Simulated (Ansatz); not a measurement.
CH7BOSi, SMILES `B[SiH](C)O` at its PBE0-D4/def2-TZVP geometry, where that method's forces vanish. Charge 0, multiplicity 1.

```xyz
11

B    -1.1099    0.6724   -1.4337
Si   -0.1967   -0.4922   -0.0822
C     0.6761    0.5226    1.2315
O     0.8576   -1.5125   -0.8550
H    -0.9284    0.5891   -2.6123
H    -1.8961    1.4953   -1.0585
H    -1.2599   -1.2945    0.6093
H    -0.0377    1.1705    1.7472
H     1.4568    1.1511    0.7967
H     1.1410   -0.1253    1.9796
H     1.2970   -2.1767   -0.3227
```

(1) What forces (eV/Å) does ωB97M-V/def2-TZVPP give on these atoms in Ansatz 0.2.0? (Estimate.)

Results:

(1) The calculation gave: 
```
B1  -0.037  0.057 -0.077
Si2 -0.206  0.054  0.124
C3   0.013 -0.003  0.004
O4   0.071 -0.074 -0.010
H5  -0.027  0.011  0.165
H6   0.108 -0.111 -0.049
H7   0.115  0.080 -0.074
H8   0.050 -0.042 -0.032
H9  -0.053 -0.039  0.034
H10 -0.032  0.053 -0.050
H11 -0.003  0.014 -0.035
```
